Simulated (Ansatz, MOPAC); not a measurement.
Molecule: HSiO₂, net charge 0, doublet state. SMILES: O[Si]=O

Atoms: Si1, O2, O3, H4. Bonds: Si1-O2, Si1-O3, O3-H4.

Bond lengths (Å) and angles (degrees) optimised at AM1 with MOPAC; PM3 with MOPAC; HF/STO-3G with Ansatz (a first-principles code); HF/3-21G with Ansatz; HF/6-31G* with Ansatz; B3LYP/6-31G* with Ansatz, each started from the B3LYP-D3(BJ)/def2-TZVP structure (Ansatz) of the last column. A row stands for all coordinates that are equal there. 6-31G* holds six Cartesian d functions. No wavenumbers were computed at HF/STO-3G, so these may be saddle points.

```json
[
 {"coordinate": "Si1-O2", "AM1": "1.582", "PM3": "1.507", "HF/STO-3G": "1.690", "HF/3-21G": "1.726", "HF/6-31G*": "1.503", "B3LYP/6-31G*": "1.545", "B3LYP-D3(BJ)/def2-TZVP": "1.532"},
 {"coordinate": "Si1-O3", "AM1": "1.726", "PM3": "1.652", "HF/STO-3G": "1.658", "HF/3-21G": "1.657", "HF/6-31G*": "1.621", "B3LYP/6-31G*": "1.653", "B3LYP-D3(BJ)/def2-TZVP": "1.634"},
 {"coordinate": "O3-H4", "AM1": "0.951", "PM3": "0.946", "HF/STO-3G": "0.985", "HF/3-21G": "0.961", "HF/6-31G*": "0.952", "B3LYP/6-31G*": "0.974", "B3LYP-D3(BJ)/def2-TZVP": "0.967"},
 {"coordinate": "O2-Si1-O3", "AM1": "122.2", "PM3": "125.3", "HF/STO-3G": "94.0", "HF/3-21G": "98.0", "HF/6-31G*": "126.6", "B3LYP/6-31G*": "125.6", "B3LYP-D3(BJ)/def2-TZVP": "126.9"},
 {"coordinate": "Si1-O3-H4", "AM1": "117.5", "PM3": "120.7", "HF/STO-3G": "113.0", "HF/3-21G": "132.5", "HF/6-31G*": "118.2", "B3LYP/6-31G*": "115.4", "B3LYP-D3(BJ)/def2-TZVP": "117.7"}
]
```

Mean signed difference of all 3 bond lengths from B3LYP-D3(BJ)/def2-TZVP: AM1 0.042 Å, PM3 -0.009 Å, HF/STO-3G 0.067 Å, HF/3-21G 0.070 Å, HF/6-31G* -0.019 Å, B3LYP/6-31G* 0.013 Å.
